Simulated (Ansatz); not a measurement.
`BN[SiH]1CN1` → `CN1BN[SiH2]1`  (isomerisation)

Calculated with Ansatz (gas phase, PBE0-D4/def2-TZVP geometries, no zero-point term in ΔE). CCSD(T)/CBS adds triple-zeta CCSD(T) − MP2 to the extrapolated MP2 energy (def2 sets, frozen cores). One conformer a species, not always the lowest.

```tsv
species	SCS-MP2/def2-TZVPP energy (Eh)
`BN[SiH]1CN1`	-465.37723
`CN1BN[SiH2]1`	-465.43947
```

Work out ΔE.

ΔE = (-465.43947) − (-465.37723) = -0.06224 Eh = -39.1 kcal/mol. CCSD(T)/CBS gives -38.7 kcal/mol.

Largest T1 diagnostic among the species: 0.013.

From PBE to PBE0 (25 % exact exchange), in def2-TZVPP and without D4, ΔE moves by −2.2 kcal/mol. In def2-TZVPP, CCSD(T) changes the Hartree–Fock value by +2.9 kcal/mol (the triples alone add +0.5 kcal/mol) and MP2 by +2.2 kcal/mol.
